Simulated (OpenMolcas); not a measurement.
# Ne4+: effect of the active space

| Property | Result |
| --- | --- |
| Program | OpenMolcas |
| Method | CASSCF |
| Basis | ANO-RCC-MB |
| Scalar Hamiltonian | DKH2, point nucleus |
| Spin-orbit coupling | state interaction with AMFI integrals over the reference wave functions, term energies averaged over their components |

A. 2 electrons in 3 orbitals (2p); 2S+1 = 3 even, 3 roots; 2S+1 = 1 even, 6 roots; cost about 2.5 core-seconds
B. 4 electrons in 4 orbitals (2s 2p); 2S+1 = 3 even, 3 roots; 2S+1 = 1 even, 6 roots; 2S+1 = 5 odd, 1 root; 2S+1 = 3 odd, 9 roots; 2S+1 = 1 odd, 8 roots; cost roughly 14 core-seconds

Energies in cm⁻¹ above 2s² 2p² ³P₀, the measured ground level; measured values from NIST levels in Podobedova, Fuhr, Reader and Wiese, J. Phys. Chem. Ref. Data 33, 525 (2004).

```tsv
Level	A	B	Measured
2s² 2p² ³P₀	0.0	0.0	0.0
2s² 2p² ³P₁	243	240	412
2s² 2p² ³P₂	708	696	1110
2s² 2p² ¹D₂	23760	23753	30292
2s² 2p² ¹S₀	58680	45748	63914
```

Deviations, from unrounded energies. A percentage is the sum of absolute deviations over the sum of measured energies, with the sign that they share, or ± where signs differ.

| Against measurement | Levels | A | B |
| --- | --- | --- | --- |
| mean absolute deviation (cm-1) | 4 | 3100 | 6300 |
| fine structure of the ground term (%) | 2 | -37.6 | -38.5 |
| other terms of the ground configuration (%) | 2 | -12.5 | -26.2 |

A lies closest to measurement on these levels. The largest miss of A in the table is 2s² 2p² ¹D₂, by -6500 cm-1. The ranking rests on the paired levels alone, and a cruder setting can come out closer through cancelling errors.

Between A and B the level of the table that moves most is 2s² 2p² ¹S₀, by 13000 cm-1 (lowest in B, highest in A).

The basis is small and was not contracted for so high a charge. With the s shell closed, the reference lacks s² → p² mixing (holds for A). Computed and measured levels are paired by configuration, term and J; levels that our copy of the source lacks, or whose pairing is in doubt (as where it misses far off the trend of its configuration), stay unpaired and out of the deviations. Levels of configurations outside the active space are missing. Levels that lie high or do not pair safely by name in every column are left out.
